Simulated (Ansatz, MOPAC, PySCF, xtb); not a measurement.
Complex: C2H4 (SMILES C=C) (first 6 atoms) with CH4O (SMILES CO); geometry from B3LYP-D3(BJ)/def2-TZVP.
(charge 0, multiplicity 1):
```xyz
12

C      0.7019     0.2081     0.0238
C     -0.6063     0.0269    -0.1008
H      1.1658     1.1668    -0.1740
H      1.3615    -0.5962     0.3268
H     -1.0691    -0.9328     0.0955
H     -1.2663     0.8298    -0.4059
C     -0.2061    -0.5977     3.6957
O     -0.3382     0.7228     3.1988
H     -0.9821    -1.2674     3.3059
H     -0.3127    -0.5466     4.7788
H      0.7752    -1.0307     3.4677
H     -0.2459     0.6934     2.2382
```

Monomers are frozen at their geometry in the pair; levels with a basis set take the counterpoise correction. Rows marked so take none.

Cores are frozen in the correlated methods. Rows in STO-3G carry no dispersion term and start afresh at each structure. The state that PM6 reach isn't checked.

Programs: Ansatz (a first-principles code); MOPAC for PM6 (differences of heats of formation); PySCF for STO-3G rows, the dispersion terms; xtb for the GFN methods. 

```
level                        interaction energy (meV)
---------------------------  ------------------------
GFN-FF                                         -116.7
PM6                                             -44.3
GFN2-xTB                                        -86.0
HF/STO-3G (no counterpoise)                     -19.1
PBE-D3(BJ)/def2-TZVPPD                         -151.6
B3LYP-D3(BJ)/def2-TZVPPD                       -137.0
BHLYP/def2-TZVPPD                               -74.5
wB97M-V/def2-TZVPPD                               ___
B2PLYP-D4/def2-TZVPPD                             ___
```

Question: What belongs in the gaps?

Answer: 
- wB97M-V/def2-TZVPPD, interaction energy (meV): -126.0
- B2PLYP-D4/def2-TZVPPD, interaction energy (meV): -120.0
